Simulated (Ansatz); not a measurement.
## Molecular dynamics of F₂GeH₂O

Input:

```yaml
crystal:
  periodic: [false, false, false]
  atoms:
    - { symbol: Ge, position_ang: [0.087029, -0.063024, 0.015528] }
    - { symbol: F, position_ang: [0.096666, 0.087704, 1.741214] }
    - { symbol: H, position_ang: [1.486106, 0.049212, -0.566892] }
    - { symbol: F, position_ang: [-0.925726, 1.244545, -0.499414] }
    - { symbol: O, position_ang: [-0.654549, -1.586106, -0.429266] }
    - { symbol: H, position_ang: [-1.541227, -1.715731, -0.063169] }
basis:
  gaussian: { orbitals: def2-SVP }
hamiltonian:
  xc: b3lyp
  dispersion: d4
md:
  timestep: 0.5
  n_steps: 150
  ensemble: nvt_langevin
  temperature: 200.0
  initial_velocities: maxwell_boltzmann
  seed: 250890
  friction: 0.005
```

Run as:

```bash
$ ansatz run input.yaml --threads 1 --pin off --max-ram 2048MiB --backend cpu --events-out ev --progress --plain --runs-dir out
```

It starts from a relaxed structure.

Output, in part (one step line in 3, the closing report, with atoms numbered from 0):

```
md step     0: t =     0.00 fs  T =   166.7 K  F+E_penalty+E_count = -64022.41138789 eV  E_kin = 0.129260 eV  (24 SCF iters)
md step     3: t =     1.50 fs  T =   162.9 K  F+E_penalty+E_count = -64022.40781877 eV  E_kin = 0.126317 eV  (29 SCF iters)
md step     6: t =     3.00 fs  T =   151.9 K  F+E_penalty+E_count = -64022.39879923 eV  E_kin = 0.117830 eV  (28 SCF iters)
md step     9: t =     4.50 fs  T =   133.8 K  F+E_penalty+E_count = -64022.38717142 eV  E_kin = 0.103785 eV  (30 SCF iters)
md step    12: t =     6.00 fs  T =   111.4 K  F+E_penalty+E_count = -64022.37444561 eV  E_kin = 0.086383 eV  (23 SCF iters)
md step    15: t =     7.50 fs  T =    84.3 K  F+E_penalty+E_count = -64022.36158335 eV  E_kin = 0.065368 eV  (23 SCF iters)
md step    18: t =     9.00 fs  T =    63.8 K  F+E_penalty+E_count = -64022.35170026 eV  E_kin = 0.049446 eV  (24 SCF iters)
md step    21: t =    10.50 fs  T =    52.0 K  F+E_penalty+E_count = -64022.34581351 eV  E_kin = 0.040360 eV  (24 SCF iters)
md step    24: t =    12.00 fs  T =    50.5 K  F+E_penalty+E_count = -64022.34430910 eV  E_kin = 0.039151 eV  (24 SCF iters)
md step    27: t =    13.50 fs  T =    48.5 K  F+E_penalty+E_count = -64022.34945696 eV  E_kin = 0.037608 eV  (23 SCF iters)
md step    30: t =    15.00 fs  T =    59.5 K  F+E_penalty+E_count = -64022.35392938 eV  E_kin = 0.046183 eV  (23 SCF iters)
md step    33: t =    16.50 fs  T =    64.8 K  F+E_penalty+E_count = -64022.35965609 eV  E_kin = 0.050272 eV  (24 SCF iters)
md step    36: t =    18.00 fs  T =    72.1 K  F+E_penalty+E_count = -64022.36581521 eV  E_kin = 0.055937 eV  (22 SCF iters)
md step    39: t =    19.50 fs  T =    69.0 K  F+E_penalty+E_count = -64022.37010378 eV  E_kin = 0.053487 eV  (26 SCF iters)
md step    42: t =    21.00 fs  T =    75.7 K  F+E_penalty+E_count = -64022.37220136 eV  E_kin = 0.058686 eV  (23 SCF iters)
md step    45: t =    22.50 fs  T =    76.8 K  F+E_penalty+E_count = -64022.37066421 eV  E_kin = 0.059536 eV  (25 SCF iters)
md step    48: t =    24.00 fs  T =    57.3 K  F+E_penalty+E_count = -64022.36351351 eV  E_kin = 0.044440 eV  (23 SCF iters)
md step    51: t =    25.50 fs  T =    47.9 K  F+E_penalty+E_count = -64022.36036669 eV  E_kin = 0.037140 eV  (23 SCF iters)
md step    54: t =    27.00 fs  T =    44.2 K  F+E_penalty+E_count = -64022.35929825 eV  E_kin = 0.034245 eV  (24 SCF iters)
md step    57: t =    28.50 fs  T =    34.5 K  F+E_penalty+E_count = -64022.35031468 eV  E_kin = 0.026758 eV  (23 SCF iters)
md step    60: t =    30.00 fs  T =    39.7 K  F+E_penalty+E_count = -64022.34701102 eV  E_kin = 0.030769 eV  (24 SCF iters)
md step    63: t =    31.50 fs  T =    47.1 K  F+E_penalty+E_count = -64022.34351788 eV  E_kin = 0.036523 eV  (23 SCF iters)
md step    66: t =    33.00 fs  T =    47.5 K  F+E_penalty+E_count = -64022.33761322 eV  E_kin = 0.036820 eV  (23 SCF iters)
md step    69: t =    34.50 fs  T =    49.9 K  F+E_penalty+E_count = -64022.33744582 eV  E_kin = 0.038675 eV  (24 SCF iters)
md step    72: t =    36.00 fs  T =    59.6 K  F+E_penalty+E_count = -64022.33787185 eV  E_kin = 0.046237 eV  (27 SCF iters)
md step    75: t =    37.50 fs  T =    57.8 K  F+E_penalty+E_count = -64022.33720152 eV  E_kin = 0.044834 eV  (24 SCF iters)
md step    78: t =    39.00 fs  T =    68.1 K  F+E_penalty+E_count = -64022.34426963 eV  E_kin = 0.052838 eV  (23 SCF iters)
md step    81: t =    40.50 fs  T =    81.4 K  F+E_penalty+E_count = -64022.35504603 eV  E_kin = 0.063162 eV  (26 SCF iters)
md step    84: t =    42.00 fs  T =    97.3 K  F+E_penalty+E_count = -64022.36463265 eV  E_kin = 0.075499 eV  (22 SCF iters)
md step    87: t =    43.50 fs  T =   103.7 K  F+E_penalty+E_count = -64022.37563642 eV  E_kin = 0.080439 eV  (26 SCF iters)
md step    90: t =    45.00 fs  T =   102.6 K  F+E_penalty+E_count = -64022.37977219 eV  E_kin = 0.079538 eV  (26 SCF iters)
md step    93: t =    46.50 fs  T =   103.2 K  F+E_penalty+E_count = -64022.38020879 eV  E_kin = 0.080013 eV  (24 SCF iters)
md step    96: t =    48.00 fs  T =   107.8 K  F+E_penalty+E_count = -64022.38470011 eV  E_kin = 0.083600 eV  (29 SCF iters)
md step    99: t =    49.50 fs  T =   123.4 K  F+E_penalty+E_count = -64022.38919288 eV  E_kin = 0.095703 eV  (29 SCF iters)
md step   102: t =    51.00 fs  T =   109.4 K  F+E_penalty+E_count = -64022.38904021 eV  E_kin = 0.084853 eV  (29 SCF iters)
md step   105: t =    52.50 fs  T =   104.4 K  F+E_penalty+E_count = -64022.38338791 eV  E_kin = 0.080980 eV  (28 SCF iters)
md step   108: t =    54.00 fs  T =   101.3 K  F+E_penalty+E_count = -64022.37404172 eV  E_kin = 0.078528 eV  (22 SCF iters)
md step   111: t =    55.50 fs  T =    93.7 K  F+E_penalty+E_count = -64022.37155028 eV  E_kin = 0.072642 eV  (24 SCF iters)
md step   114: t =    57.00 fs  T =    99.9 K  F+E_penalty+E_count = -64022.37224329 eV  E_kin = 0.077485 eV  (29 SCF iters)
md step   117: t =    58.50 fs  T =    76.3 K  F+E_penalty+E_count = -64022.36589553 eV  E_kin = 0.059188 eV  (24 SCF iters)
md step   120: t =    60.00 fs  T =    73.9 K  F+E_penalty+E_count = -64022.36066789 eV  E_kin = 0.057324 eV  (24 SCF iters)
md step   123: t =    61.50 fs  T =    79.0 K  F+E_penalty+E_count = -64022.35950807 eV  E_kin = 0.061235 eV  (24 SCF iters)
md step   126: t =    63.00 fs  T =    80.2 K  F+E_penalty+E_count = -64022.35808737 eV  E_kin = 0.062238 eV  (24 SCF iters)
md step   129: t =    64.50 fs  T =    98.3 K  F+E_penalty+E_count = -64022.36612809 eV  E_kin = 0.076245 eV  (24 SCF iters)
md step   132: t =    66.00 fs  T =   109.3 K  F+E_penalty+E_count = -64022.37262451 eV  E_kin = 0.084762 eV  (25 SCF iters)
md step   135: t =    67.50 fs  T =   102.0 K  F+E_penalty+E_count = -64022.37410344 eV  E_kin = 0.079081 eV  (24 SCF iters)
md step   138: t =    69.00 fs  T =   117.0 K  F+E_penalty+E_count = -64022.37700671 eV  E_kin = 0.090725 eV  (24 SCF iters)
md step   141: t =    70.50 fs  T =   120.1 K  F+E_penalty+E_count = -64022.37753320 eV  E_kin = 0.093134 eV  (23 SCF iters)
md step   144: t =    72.00 fs  T =   112.1 K  F+E_penalty+E_count = -64022.37727164 eV  E_kin = 0.086952 eV  (22 SCF iters)
md step   147: t =    73.50 fs  T =   111.6 K  F+E_penalty+E_count = -64022.37738729 eV  E_kin = 0.086521 eV  (26 SCF iters)
md step   150: t =    75.00 fs  T =   118.6 K  F+E_penalty+E_count = -64022.37440323 eV  E_kin = 0.091987 eV  (26 SCF iters)
Total energy: -64022.37459401 eV, -2352.7788704058 hartree
Atom 0 at     0.063068    -0.090000     0.026339 Å, force    -0.590220    -0.172722    -0.713159 eV/Å
Atom 1 at     0.011404    -0.045714     1.737836 Å, force     0.026366    -0.114559     0.607508 eV/Å
Atom 2 at     1.455248     0.200979    -0.499410 Å, force     0.057717    -0.070590    -0.070665 eV/Å
Atom 3 at    -1.037638     1.172266    -0.425667 Å, force     0.111196     0.018885    -0.005968 eV/Å
Atom 4 at    -0.625229    -1.602051    -0.575708 Å, force     0.480972     0.253777     0.071361 eV/Å
Atom 5 at    -1.285408    -2.022075    -0.010358 Å, force    -0.086031     0.085209     0.110923 eV/Å
Dipole moment:     0.197226    -0.270725    -0.025937 e Å
```

The run went to its last step. The mean temperature of the second half is 50 % below the set value. A run of 0.075 ps of so small a system gives no equilibrium averages.

The same pairs are bonded in the first frame and the last. Pairs count as bonded within 1.25 times the sum of covalent radii (0.12 Å more for H–H).

Last frame:

```xyz
6
Properties=species:S:1:pos:R:3
Ge 0.063 -0.090 0.026
F 0.011 -0.046 1.738
H 1.455 0.201 -0.499
F -1.038 1.172 -0.426
O -0.625 -1.602 -0.576
H -1.285 -2.022 -0.010
```

The run took 7.3 min on 1 thread of Arm Neoverse V1, with other jobs on the host, peak memory 0.17 GiB.
